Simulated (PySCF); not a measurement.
## RbSi⁺: script and output

Input:

```python
from pyscf import gto, scf, mp

mol = gto.M(
    atom='Rb 0 0 0; Si 0 0 2.947',
    basis='def2-svp',
    ecp={'Rb': 'def2-svp'},
    charge=1,
    spin=0,
    verbose=4,
)
mf = scf.RHF(mol)
mf.kernel()
mp.MP2(mf, frozen=5).kernel()
mf.dip_moment()
print('orbital energies (hartree):', mf.mo_energy[..., max(0, mol.nelec[1]-3):mol.nelec[0]+3].round(4))
```

```bash
$ python input.py
```

Output (some set-up lines removed):

```
PySCF version 2.14.0

[INPUT] Symbol           X                Y                Z      unit          X                Y                Z       unit  Magmom
[INPUT]  1 Rb     0.000000000000   0.000000000000   0.000000000000 AA    0.000000000000   0.000000000000   0.000000000000 Bohr   0.0
[INPUT]  2 Si     0.000000000000   0.000000000000   2.947000000000 AA    0.000000000000   0.000000000000   5.569022889093 Bohr   0.0

nuclear repulsion = 22.6251539110689
number of shells = 18
number of NR pGTOs = 71
number of NR cGTOs = 42
basis = def2-svp
ecp = {'Rb': 'def2-svp'}

******** <class 'pyscf.scf.hf.RHF'> ********
method = RHF
initial guess = minao
damping factor = 0
level_shift factor = 0
DIIS = <class 'pyscf.scf.diis.CDIIS'>
SCF conv_tol = 1e-09
SCF max_cycles = 50
Initial guess from minao.
init E= -309.458082654981
  HOMO = -0.17848820199923  LUMO = -0.156465546487512  gap/eV = 0.59927
cycle= 1 E= -312.212104598069  delta_E= -2.75  |g|= 0.44  |ddm|= 1.92
  HOMO = -0.460612852844246  LUMO = -0.280129719304431  gap/eV = 4.91120
cycle= 2 E= -312.324707543436  delta_E= -0.113  |g|= 0.113  |ddm|= 1.39
  HOMO = -0.405989598403536  LUMO = -0.170458868277119  gap/eV = 6.40912
cycle= 3 E= -312.332812090043  delta_E= -0.0081  |g|= 0.031  |ddm|= 0.35
  HOMO = -0.410254483565183  LUMO = -0.165498484418896  gap/eV = 6.66015
cycle= 4 E= -312.334345123606  delta_E= -0.00153  |g|= 0.00957  |ddm|= 0.163
  HOMO = -0.409844740839507  LUMO = -0.163870745255329  gap/eV = 6.69329
cycle= 5 E= -312.334543441718  delta_E= -0.000198  |g|= 0.00183  |ddm|= 0.0721
  HOMO = -0.409526512945355  LUMO = -0.163768177541142  gap/eV = 6.68742
cycle= 6 E= -312.33455058719  delta_E= -7.15e-06  |g|= 0.000452  |ddm|= 0.0127
  HOMO = -0.409447461116798  LUMO = -0.163672583960278  gap/eV = 6.68788
cycle= 7 E= -312.334550977259  delta_E= -3.9e-07  |g|= 9e-05  |ddm|= 0.0032
  HOMO = -0.409467551099528  LUMO = -0.163697581028686  gap/eV = 6.68774
cycle= 8 E= -312.334550989287  delta_E= -1.2e-08  |g|= 1.3e-05  |ddm|= 0.000662
  HOMO = -0.409467984271981  LUMO = -0.163699291266025  gap/eV = 6.68771
cycle= 9 E= -312.334550989488  delta_E= -2.01e-10  |g|= 1.6e-06  |ddm|= 8.99e-05
  HOMO = -0.409467797272761  LUMO = -0.163698960505881  gap/eV = 6.68771
Extra cycle  E= -312.33455098949  delta_E= -2.44e-12  |g|= 5.24e-07  |ddm|= 5.98e-06
converged SCF energy = -312.33455098949

******** <class 'pyscf.mp.mp2.RMP2'> ********
nocc = 6, nmo = 37
frozen orbitals 5
E(RMP2) = -312.440524425126  E_corr = -0.105973435635898
E(SCS-RMP2) = -312.444625054902  E_corr = -0.110074065411086
E_corr(same-spin) = -0.019723912329221
E_corr(oppo-spin) = -0.0862495233066772

WARN: System has nonzero charge 1; the dipole moment is origin-dependent.
Location of origin: [0. 0. 0.]

Dipole moment(X, Y, Z, Debye):  0.00000,  0.00000,  1.31008
orbital energies (hartree): [-0.9754 -0.7118 -0.4095 -0.1637 -0.1637 -0.1172]
```

In short: E(SCF) = -312.334551 Eh, 9 cycles, E(MP2) − E(SCF) = -0.10597 Eh.

Wall time 1 s on one thread of a shared host.

Stability towards an unrestricted solution was not tested. The bond length is a typed value, not an optimised one. The dipole of an ion depends on the origin.
